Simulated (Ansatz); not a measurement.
`[S]=[W]([Cl])([Cl])([Cl])[Cl]`, relaxed with RKS PBE-D4/def2-SVP in the Gaussian-basis code of Ansatz from a rough embedded geometry. The force threshold is 0.03 eV/Å; the program also tests the step.

The species carries charge 0 and has multiplicity 1. W: def2 effective core potential.

Start:

```xyz
6

S    -0.834    1.493    1.646
W    -0.940    0.094   -0.022
Cl   -0.600   -1.936    1.197
Cl   -0.170   -1.510   -1.835
Cl    0.727    1.753   -1.583
Cl    1.817    0.106    0.598
```

Problem. How much energy does the relaxation release, and in how many steps? (Estimate.)

Solution. Ansatz gave: 523.37 kJ/mol, in 11 steps.

Problem. Which bonds change most? (An estimate is asked.)

Solution. Ansatz gave: W2–Cl6 from 2.826 to 2.315 Å; W2–Cl5 from 2.822 to 2.316 Å; W2–Cl4 from 2.540 to 2.315 Å; W2–Cl3 from 2.392 to 2.316 Å.

Problem. Give the relaxed structure. (Best estimate.)

Solution. The calculation gave: 
```xyz
6

S    -1.370    1.255    1.063
W    -0.015    0.014    0.012
Cl   -0.185   -2.035    1.078
Cl   -1.295   -0.915   -1.679
Cl    0.875    1.401   -1.615
Cl    1.989    0.281    1.141
```
